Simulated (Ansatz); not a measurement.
Geometry optimisation, RKS B3LYP-D4/6-31G* in Ansatz.

Input file:

```yaml
crystal:
  periodic: [false, false, false]
  atoms:
    - { symbol: B, position_ang: [0.158, -0.345704, -0.210836] }
    - { symbol: H, position_ang: [0.196086, -0.663467, 0.942031] }
    - { symbol: "N", position_ang: [1.32724, -0.42196, -0.980967] }
    - { symbol: H, position_ang: [2.21961, -0.682446, -0.588787] }
    - { symbol: H, position_ang: [1.368462, -0.102473, -1.939001] }
    - { symbol: O, position_ang: [-1.005163, 0.110248, -0.787514] }
    - { symbol: H, position_ang: [-1.748062, 0.107687, -0.169659] }
    - { symbol: S, position_ang: [-0.188986, 2.313553, 1.345471] }
    - { symbol: H, position_ang: [0.205381, 2.852563, 2.525284] }
    - { symbol: H, position_ang: [0.250632, 1.050499, 1.680578] }
basis:
  gaussian: { orbitals: "6-31G*" }
hamiltonian:
  xc: b3lyp
  dispersion: d4
relax:
  f_tol: 0.03
  max_steps: 50
```

Run as:

```bash
$ ansatz run input.yaml --threads 1 --pin off --max-ram 2048MiB --backend cpu --events-out ev --progress --plain --runs-dir out
```

Q: Where does it end, and by what steps?

A: The forces met the threshold. The force dipped under the threshold on the way, but the program's further checks kept it going. After 43 steps the energy has fallen by 0.226 eV; H9 moved furthest, 1.88 Å.

| step | energy less start (eV) | largest force component (eV/Å) | accepted |
| --- | --- | --- | --- |
| 0 | 0.0000 | 0.866 | yes |
| 2 | -0.0890 | 0.905 | no |
| 4 | -0.1301 | 0.208 | yes |
| 6 | -0.1214 | 0.841 | no |
| 8 | -0.1540 | 0.158 | yes |
| 10 | -0.1658 | 0.181 | yes |
| 12 | -0.1709 | 0.071 | yes |
| 14 | -0.1767 | 0.109 | yes |
| 16 | -0.1789 | 0.032 | yes |
| 18 | -0.1825 | 0.173 | yes |
| 20 | -0.1868 | 0.285 | yes |
| 22 | -0.1896 | 0.380 | no |
| 24 | -0.1926 | 0.036 | yes |
| 26 | -0.1964 | 0.367 | yes |
| 28 | -0.2025 | 0.447 | yes |
| 30 | -0.1950 | 0.619 | no |
| 32 | -0.2149 | 0.062 | yes |
| 34 | -0.2161 | 0.130 | yes |
| 36 | -0.2202 | 0.122 | yes |
| 38 | -0.2225 | 0.152 | yes |
| 40 | -0.2250 | 0.013 | yes |
| 42 | -0.2257 | 0.046 | yes |
| 43 | -0.2259 | 0.025 | yes |

```xyz
10
Properties=species:S:1:pos:R:3
B 0.623 -0.112 -0.397
H 1.228 0.129 0.619
N 1.068 -1.163 -1.220
H 1.882 -1.718 -1.009
H 0.609 -1.405 -2.088
O -0.484 0.606 -0.766
H -0.693 1.301 -0.120
S -0.737 2.669 1.959
H -1.245 1.663 2.703
H 0.532 2.249 2.137
```

Whether the end is a true minimum wasn't checked by a vibrational analysis.

Run time: 2.5 min on 1 thread of Arm Neoverse V1, with other jobs on the host, peak memory 0.17 GiB.
